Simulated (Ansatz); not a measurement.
Worked example: AlH(CH3)2(SH2) → AlH(CH3)(SH) + CH4

Species: AlH(CH3)2(SH2), singlet; AlH(CH3)(SH), singlet; CH4 (methane) `C`, singlet. 

Shapes, held fixed at every level: PBE0-D4/def2-TZVP. Flexible molecules stand in one conformer, not always the lowest. Programs: Ansatz 0.2.0. The zero-point and thermal change to 298 K, harmonic and unscaled (PBE0-D4/def2-TZVP), is +3.1 kJ/mol.

At CCSD(T)/CBS estimate; 1 Eh = 2625.50 kJ/mol:

```
       species  energy (Eh)
AlH(CH3)2(SH2)  -721.326816
  AlH(CH3)(SH)  -680.896938
           CH4   -40.462061
```

Problem. Work out ΔH(298 K) of the reaction at this level.

Solution. 
1. Products less reactants: (-680.896938) + (-40.462061) − [(-721.326816)] = -0.032183 Eh = -84.5 kJ/mol.
2. With the thermal change: -84.5 + (+3.1) = -81.4 kJ/mol.

Other levels give -106.3 (HF/def2-SVP) to -74.0 kJ/mol (PBE-D4/def2-TZVPP). No measured value is set beside it here. The CBS estimate extrapolates MP2 from def2-TZVPP and def2-QZVPP and adds CCSD(T) − MP2 in the triple-zeta set, cores frozen.
